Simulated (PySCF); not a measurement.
**Which determinant of CsSr lies lowest?**

Unrestricted PBE0; Cs def2-SVPD with ECP46, Sr def2-SVPD with ECP28; scalar-relativistic core potentials (PySCF 2.14). Outer shells of the fragments: Cs 6s1; Sr 5s2.

Followed along the bond (rough minima from three points):

```csv
2Ms+1,unpaired,⟨S²⟩ at the start,R at minimum (Å),Te (eV)
2,σ ↑,0.76,4.97,0.00
2,π ↑,0.82,4.15,0.58
2,δ ↑,0.79,4.27,1.36
4,"σ ↑↑, π ↑",3.75,4.52,1.47
4,"σ ↑, π ↑↑",3.75,3.82,1.85
```

Solutions found at the starting distance of 3.915 Å, counted from the lowest of them; the search is not exhaustive and high or unbound solutions are not listed, so other states can lie among these:

```tsv
2Ms+1	unpaired	term	E (eV)	⟨S²⟩	⟨Lz²⟩	μ (D)
2	σ ↑	²Σ⁺	0.00	0.76	0.00	-1.62
2	π ↑	²Π	0.31	0.82	1.04	-6.28
2	δ ↑	²Δ	1.12	0.79	4.00	-5.83
4	σ ↑↑, π ↑	⁴Π	1.29	3.75	1.03	-2.71
4	σ ↑, π ↑↑	⁴Σ⁻	1.56	3.75	0.00	-3.98
2	σ ↑↑, π ↓	mixed	1.74	1.75	1.03	-1.49
4	σ ↑↑↑	⁴Σ⁺	1.85	3.75	0.00	-1.74
4	σ ↑↑, δ ↑	⁴Δ	1.93	3.75	4.00	-1.63
2	σ ↑, π ↑↓	mixed	2.01	1.75	2.04	-4.42
4	σ ↑, π ↑↑	mixed	2.16	3.75	2.01	-9.83
2	σ ↑	mixed	2.40	0.79	2.01	-4.25
```

A term symbol is given only where ⟨S²⟩ and ⟨Lz²⟩ are close to those of a pure state; real π, δ and φ orbitals otherwise mix terms. A positive dipole means Cs(−)Sr(+).

Compare the gap between the two lowest followed solutions at the starting distance with the gap between their minima.

At PBE0 the second solution (doublet, unpaired electrons π ↑) lies +0.31 eV from the first (doublet, unpaired electrons σ ↑) at 3.915 Å and +0.58 eV at the minima; the two curves relax by different amounts, since their minima lie near 4.15 and 4.97 Å.

Spin–orbit coupling is left out. Counting both spins, an empty level lies below a filled one in some of these solutions, because spin and occupation are held.
